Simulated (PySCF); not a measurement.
A side-by-side comparison of computed properties.

First species: C₉H₁₁N.
Structure used (GFN2-xTB), in Å, numbered top down from 1:
```
atom  x, y, z in Å
C1     3.687   -0.369    0.104
C2     2.681    0.265    1.062
N3     1.362   -0.158    0.719
C4     0.462    0.683    0.451
C5    -0.888    0.276    0.092
C6    -1.228   -1.075    0.020
C7    -2.510   -1.454   -0.324
C8    -3.471   -0.492   -0.596
C9    -3.143    0.852   -0.527
C10   -1.859    1.236   -0.186
H11    3.543    0.019   -0.902
H12    3.543   -1.446    0.083
H13    4.702   -0.149    0.425
H14    2.788    1.365    1.057
H15    2.878   -0.098    2.077
H16    0.644    1.771    0.478
H17   -0.465   -1.806    0.238
H18   -2.767   -2.502   -0.380
H19   -4.474   -0.789   -0.863
H20   -3.892    1.602   -0.740
H21   -1.604    2.285   -0.134
```

Second species: C9H11N.
Z-matrix (Å and degrees, GFN2-xTB geometry), rows numbered from 1:
```
C 
C   1  1.3259
C   2  1.4647  1  124.41
C   3  1.3937  2  119.93  1   -36.77
C   4  1.3813  3  121.15  2  -179.92
C   5  1.3844  4  119.74  3    -0.04
C   6  1.3835  5  119.68  4     0.04
C   7  1.3880  6  121.24  5     0.32
C   8  1.5111  3  121.01  2    -3.94
N   9  1.4583  8  114.00  3   -66.09
H   1  1.0774  2  121.95  3    -1.73
H   1  1.0768  2  121.77  3   179.42
H   2  1.0830  1  119.49  3   179.54
H   4  1.0800  3  118.93  2    -1.12
H   5  1.0803  4  120.05  3   179.64
H   6  1.0799  5  120.24  4  -179.98
H   7  1.0815  6  119.72  5  -179.88
H   9  1.0935  8  109.53  3   173.62
H   9  1.0947  8  110.57  3    54.99
H  10  1.0158  9  109.98  8    60.08
H  10  1.0154  9  109.70  8   -57.78
```

Levels: PBE0/pcSseg-1 for dipole moment, HOMO energy, LUMO energy and HOMO–LUMO gap; GFN2-xTB for rotational constant A and rotational constant C. Geometries: GFN2-xTB. All species are isolated and taken at one optimised geometry, non-relativistic unless stated; the electronic structure was computed with PySCF and density fitting.

Dipoles, sizes and rotational constants follow the conformer. The torsions of the flexible species, by atom-mapped SMILES:
- `[CH3:1][CH2:2]/[N:3]=[CH:4]/[c:5]1[cH:6][cH:7][cH:8][cH:9][cH:10]1`: C1–C2–N3–C4 -123°, N3–C4–C5–C6 -1°
- `[CH2:1]=[CH:2][c:3]1[cH:4][cH:5][cH:6][cH:7][c:8]1[CH2:9][NH2:10]`: C1–C2–C3–C4 -37°, C7–C8–C9–N10 110°, H–N10–C9–C8 60°, H–N10–C9–C8 -58°

```csv
property,column X,column Y
dipole moment,1.05 D,1.24 D
HOMO energy,-6.96 eV,-6.60 eV
LUMO energy,-1.25 eV,-0.97 eV
HOMO–LUMO gap,5.71 eV,5.63 eV
rotational constant A,4.216 GHz,1.733 GHz
rotational constant C,0.559 GHz,0.809 GHz
```

Task: Which column belongs to which species?

Result: Column X is the first species and column Y the second. The first has 21 atoms and 72 electrons, the second 21 and 72.

Task: How does each property change from the first species to the second?

Result: dipole moment +0.19 D; HOMO energy +0.36 eV; LUMO energy +0.28 eV; HOMO–LUMO gap -0.08 eV; rotational constant A -2.483 GHz; rotational constant C +0.250 GHz.

On the first: A dipole of 1.05 D is allowed in C1, and pure rotational transitions are dipole-allowed. The dipole matches unit charges of opposite sign 0.22 Å apart (1 e·Å = 4.8032 D).

On the second: In atomic units the dipole is 0.49 e·bohr (1 au = 2.5417 D).
